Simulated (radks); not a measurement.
Q: Neutral xenon, [Xe]. Calculated with a radial shooting solver on a logarithmic mesh with Libxc functionals: non-relativistic Kohn-Sham, r2SCAN, spin-polarised, spherical densities, point nucleus; meta-GGA in the generalised Kohn-Sham scheme. Every spin shell is full or empty, so the densities are truly spherical. Functionals are evaluated on that one density, not self-consistently. Rank these exchange functionals by their error against the exact value of the orbitals, and give that value: LDA, B88, PBE, PBEsol, revPBE, RPBE, PW91, SOGGA, B86b, TPSS, SCAN, Tao-Mo, TASK, MVS.

A: Exact: -179.064 hartree. From best to worst, with 100 (|E| - |E exact|)/|E exact| (equal figures are ties): B88 -0.01, PW91 -0.04, B86b -0.04, MVS +0.06, SCAN +0.14, RPBE -0.28, revPBE -0.33, TPSS -0.34, PBE -0.46, Tao-Mo -0.84, TASK -2.22, PBEsol -2.24, SOGGA -2.25, LDA -4.74.
